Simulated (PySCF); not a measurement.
**Assignment exercise: C7H11ClSi2**

Atoms are numbered as in `[CH:1]#[C:2][Si@@H:3]([C:4]#[C:5][SiH2:6][Cl:7])[CH:8]([CH3:9])[CH3:10]`. Hydrogens are named by the atom that carries them. Ha(Si6) is pro-R; Hb(Si6) is pro-S.

Non-relativistic, a single conformation, rapidly exchanging positions averaged, gas phase. GFN2-xTB geometry; NMR shieldings at PBE0/pcSseg-1/GIAO; PySCF 2.14.0 with density-fitted response routines.

Chemical shifts δ = σref − σ; $^{13}$C (σ = 186.93 ppm) and $^{1}$H (σ = 31.72 ppm) against TMS, all at this level.

(1) Assign these signals to the numbered atoms. $^{13}$C{$^{1}$H} NMR (computed): δ 118.0 (C), 115.2 (C), 104.1 (CH), 86.5 (C), 20.5 (CH), 19.7 (CH3), 19.5 (CH3).

(2) Assign these signals to the numbered atoms. $^{1}$H NMR (400 MHz, computed): δ 5.29 (m, 1H), 5.26 (m, 1H), 4.74 (m, 1H), 1.94 (d, 1H), 1.37 (m, 3H), 1.22 (m, 1H), 1.22 (m, 3H).

## Answers

(1) 
| δ (ppm) | atoms | environment | reason |
| --- | --- | --- | --- |
| 118.0 | C4 | alkyne carbon | – |
| 115.2 | C5 | alkyne carbon | – |
| 104.1 | C1 | terminal alkyne carbon | sp carbons lie upfield of alkene carbons because the cylindrical π system leaves one tensor component strongly shielded |
| 86.5 | C2 | alkyne carbon | sp carbons lie upfield of alkene carbons because the cylindrical π system leaves one tensor component strongly shielded |
| 20.5 | C8 | sp3 CH bonded to Si | – |
| 19.7 | C9 | methyl carbon | a saturated carbon with 1 carbon neighbour and no heteroatom attached |
| 19.5 | C10 | methyl carbon | – |

C8 and C9; C9 and C10 lie closer than the usual error of such a calculation, so a measured spectrum could show them in the other order.

(2) 
| δ (ppm) | atoms | environment | reason |
| --- | --- | --- | --- |
| 5.29 | Ha(Si6) | hydrogen on a silicon bonded to C, Cl | – |
| 5.26 | Hb(Si6) | hydrogen on a silicon bonded to C, Cl | – |
| 4.74 | H(Si3) | hydrogen on a silicon bonded to 3 C | – |
| 1.94 | H(C1) | hydrogen on a terminal alkyne carbon | it lies on the axis of the triple bond, in its shielding cone |
| 1.37 | H(C9) | hydrogen on a methyl carbon | – |
| 1.22 | H(C8) | hydrogen on an sp3 CH bonded to Si | – |
| 1.22 | H(C10) | hydrogen on a methyl carbon | – |

Ha(Si6) and Hb(Si6); H(C8) and H(C10) lie closer than the usual error of such a calculation, so a measured spectrum could show them in the other order.

Shifts are as computed. Against solution values, carbons near 30 ppm lie about +3 ppm off and those near 130 ppm about +5 ppm. Of 1211 compounds with measured shifts, 218 miss one by over three times the rms of a fit or turn the order of signals round; such compounds aren't used in these exercises. Multiplicities follow the n + 1 count of equivalent neighbours, as no J values were calculated; m marks all less simple cases, F and P coupling included.
